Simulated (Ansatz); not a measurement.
`O[SiH2][SiH2]O` + `C=C[Se]C=N` → `C=C[Se][SiH2]O` + `N=C[SiH2]O`  (redistribution)

Gas-phase electronic energies from Ansatz, PBE0-D4/def2-TZVP geometries. CCSD(T)/CBS adds triple-zeta CCSD(T) − MP2 to the extrapolated MP2 energy (def2 sets, frozen cores). Functionals use def2-TZVPP. B3LYP here is the variant with VWN-RPA as its local correlation; programs differ in this. For Se outer-core shells are correlated without core-valence functions, which leaves a few kJ/mol of doubt a bond. Scalar relativity is left out up to krypton. Each species was taken in one conformer, which may not be the lowest.

```csv
level,ΔE (eV)
B3LYP-D4,-1.00
HF/def2-QZVPP,-1.18
```

**Question.** What does CCSD(T)/CBS give? (An estimate is asked.)

**Answer.** Computed: -1.13 eV. The listed levels differ from it by 0.13, -0.05 eV.

Largest T1 diagnostic among the species: 0.012.

In def2-TZVPP, CCSD(T) changes the Hartree–Fock value by +0.09 eV (the triples alone add +0.01 eV) and MP2 by +0.04 eV. The D4 term adds −0.05 eV with B3LYP and −0.03 eV with PBE0; it sums over pairs of atoms, weighted by their polarisabilities, and B3LYP, whose exchange is more repulsive, gets the larger term. From PBE to PBE0 (25 % exact exchange), in def2-TZVPP and without D4, ΔE moves by −0.11 eV.
